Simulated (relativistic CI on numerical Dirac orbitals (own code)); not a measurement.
**Pm4+: 4f valence photoemission**

Computed with this model: Dirac-Coulomb-Breit CI, orbitals from a KLI potential per configuration, model QED, valence Slater integrals scaled by 0.9, multiplet model of photoemission in the sudden approximation; configurations [Xe] 4f3 → [Xe] 4f2; 80 K; Lorentzian 0.1 eV and Gaussian 0.3 eV FWHM. Energies are those of the free ion, without screening or charge transfer. The energies are binding energies and can lie tens of eV above those of solids. S is read from ⟨S²⟩ = S(S + 1).

Field parameters in Wybourne normalisation; cubic f-shell fields have B⁴₄ = √(5/14) B⁴₀ and B⁶₄ = −√(7/2) B⁶₀. The field is a parameter set, without covalency.

free ion: ground-state S = 1.47, centroid 60.76 eV. Peaks (eV, height): 60.5 (100), 61.5 (30).

Oh, B40 = -2410, B60 = 420 cm⁻¹: ground-state S = 1.48, centroid 60.76 eV. Peaks (eV, height): 60.5 (100), 61.5 (28).

Strongest unbroadened transitions for Oh, B40 = -2410, B60 = 420 cm⁻¹:

```
Energy (eV)  Relative strength
      60.44                4.6
      60.46               35.1
      60.52                5.8
      60.53              100.0
      60.54               36.9
      60.90                0.7
      60.92                6.4
      60.96                7.5
      60.97                9.9
      61.36                1.0
      61.42                3.4
      61.46                1.7
      61.47                1.3
      61.48               28.8
      61.49               11.5
      61.75                1.3
      61.76                1.5
      61.78                2.1
```
